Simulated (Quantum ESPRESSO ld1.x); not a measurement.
Bi73+, 10 electrons, occupied as [Ne]. All-electron calculation, scalar-relativistic Kohn-Sham, LDA (Slater exchange, VWN5 correlation), spin-polarised, spherical densities, point nucleus. Program: ld1.x of Quantum ESPRESSO 7.5.

Unscreened Slater integrals over Kohn-Sham orbitals (cm^-1). They are taken over the spin-up orbitals. Empty in this configuration: 3p, 3s.

integral,value
"F0(3p,3p)",1273000
"F2(3p,3p)",632400
"F0(3p,3s)",1262900
"G1(3p,3s)",815520
"F0(3p,2p)",1681500
"F2(3p,2p)",445090
"G0(3p,2p)",179640
"G2(3p,2p)",200070
"F0(3p,2s)",1640400
"G1(3p,2s)",142320
"F0(3s,3s)",1256700
"F0(3s,2p)",1639100
"G1(3s,2p)",177260
"F0(3s,2s)",1613200
"G0(3s,2s)",143810
"F0(2p,2p)",3364600
"F2(2p,2p)",1588700
"F0(2p,2s)",3159200
"G1(2p,2s)",1821100
"F0(2s,2s)",3032800
